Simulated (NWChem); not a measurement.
Species: SbCl$_{4}$ cation; SMILES [Cl][Sb+]([Cl])([Cl])[Cl]

All runs: NWChem. Coordinates come from a PBE0/def2-SVP optimisation. def2 effective core potentials on Sb; no spin-orbit coupling.

Q: Estimate the computed values for OLYP/def2-SVP. Quantities: highest occupied level (eV); orbital gap (eV).

A: 
| Property | Value |
|---|---|
| highest occupied level (eV) | -13.51 |
| orbital gap (eV) | 3.01 |
